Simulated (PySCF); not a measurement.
The group X on silaethenyl-X is varied. Isolated molecules, 0 K electronic values unless said otherwise. One relaxed conformer stands for each flexible species; it need not be the lowest. Strings in code marks are SMILES.

The four lowest singlet excitations (Tamm–Dancoff). All values below come from PBE-D3(BJ)/def2-TZVP // PBE0-D3(BJ)/def2-TZVP run with PySCF. Excitations are Tamm–Dancoff values on a coarser integration grid. The basis has no diffuse functions, so Rydberg states are missing or too high.

```json
[
 {"state": "S1", "energy (eV)": "4.38", "wavelength (nm)": "283", "oscillator strength": "0.001"},
 {"state": "S2", "energy (eV)": "4.83", "wavelength (nm)": "256", "oscillator strength": "0.347"},
 {"state": "S3", "energy (eV)": "5.03", "wavelength (nm)": "246", "oscillator strength": "0.000"},
 {"state": "S4", "energy (eV)": "5.68", "wavelength (nm)": "218", "oscillator strength": "0.002"}
]
```

Q: Say which member gives these states.
A. `C#C[SiH]=C`
B. `C=[SiH]O` (C–Si–O–H torsion 0°)
C. `C=[SiH]C#CC`
D. `C=[SiH][AlH2]`

A: A, `C#C[SiH]=C`
